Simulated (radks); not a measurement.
Problem. Radial electron density D(r) = 4 pi r^2 rho(r) of an atom or ion with 17 electrons. Calculated with a radial shooting solver on a logarithmic mesh with Libxc functionals: scalar-relativistic Kohn-Sham, LDA (Slater exchange, VWN5 correlation), spin-polarised, spherical densities, finite nucleus; Fermi nuclear charge, rms radius of each element as measured or else 0.836 A^(1/3) + 0.57 fm.

```
   r/bohr * D(r) (the largest magnitude, 56, reaches the edge; | marks zero)
 0.001319 |*
 0.001475 |*
  0.00165 |*
 0.001831 | *
 0.002048 | *
  0.00229 |  *
 0.002562 |  *
 0.002865 |   *
 0.003205 |    *
 0.003556 |    *
 0.003977 |      *
 0.004449 |       *
 0.004976 |        *
 0.005566 |          *
 0.006225 |            *
 0.006908 |              *
 0.007726 |                 *
 0.008642 |                   *
 0.009666 |                      *
  0.01081 |                          *
  0.01209 |                             *
  0.01342 |                                *
  0.01501 |                                   *
  0.01679 |                                      *
  0.01878 |                                         *
    0.021 |                                           *
   0.0233 |                                             *
  0.02607 |                                              *
  0.02916 |                                              *
  0.03261 |                                             *
  0.03648 |                                            *
   0.0408 |                                          *
  0.04527 |                                        *
  0.05063 |                                       *
  0.05664 |                                      *
  0.06335 |                                       *
  0.07085 |                                         *
  0.07925 |                                             *
  0.08794 |                                                *
  0.09836 |                                                    *
     0.11 |                                                      *
   0.1231 |                                                      *
   0.1376 |                                                   *
   0.1527 |                                              *
   0.1708 |                                       *
   0.1911 |                               *
   0.2137 |                        *
    0.239 |                   *
   0.2674 |                 *
   0.2967 |                  *
   0.3318 |                   *
   0.3712 |                    *
   0.4151 |                    *
   0.4643 |                 *
   0.5194 |             *
   0.5763 |         *
   0.6446 |     *
    0.721 |  *
   0.8064 |*
    0.902 *
    1.009 *
    1.119 *
    1.252 *
    1.401 *
```

What is the nuclear charge?

Solution. Z = 38. The innermost maximum, from 1s, lies near gamma/Z bohr with gamma = sqrt(1 - (Z/c)^2) = 0.961, here 0.0253 bohr (found: 0.0276), and its height grows with Z. The density is that of the strontium ion Sr21+ in [Ne] 3s2 3p5; the configuration itself is not fixed sharply by these data, and Z only to a few units. D(r) has 3 maxima, at r = 0.0276, 0.117, 0.380 bohr, and minima at 0.0557, 0.276 bohr, inside which lie 2.04, 10.43 electrons.
